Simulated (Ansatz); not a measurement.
Consider the ligand exchange at a Mg–Br bond: `[Cl][Mg][Br]` + NH₃ → `[NH2][Mg][Cl]` + HBr.

Gas-phase electronic energies from Ansatz, PBE0-D4/def2-TZVP geometries. CCSD(T)/CBS is the MP2 limit (def2-TZVPP, def2-QZVPP) plus CCSD(T) − MP2 in def2-TZVPP, frozen cores. This one scheme is used for every species. For Br, Mg outer-core shells are correlated without core-valence functions, which leaves a few kJ/mol of doubt a bond. Scalar relativity is left out up to krypton. One conformer a species, not always the lowest.

| species | CCSD(T)/CBS(def2) energy (Eh) |
| --- | --- |
| `[Cl][Mg][Br]` | -3233.14611 |
| NH₃ | -56.50880 |
| `[NH2][Mg][Cl]` | -715.67895 |
| HBr | -2573.91920 |

(1) Work out ΔE.

Largest T1 diagnostic among the species: 0.008.

## Answers

(1) ΔE = (-715.67895) + (-2573.91920) − (-3233.14611) − (-56.50880) = 0.05676 Eh = +149.0 kJ/mol.

From PBE to PBE0 (25 % exact exchange), in def2-TZVPP and without D4, ΔE moves by +8.7 kJ/mol. Leaving LDA and LC-ωPBE aside and taking each functional with its dispersion term where it has one, the values, not all of them listed here, spread over 18.4 kJ/mol, from BLYP-D4 to r2SCAN0-D4. LDA lies −6.4 kJ/mol from PBE without D4.
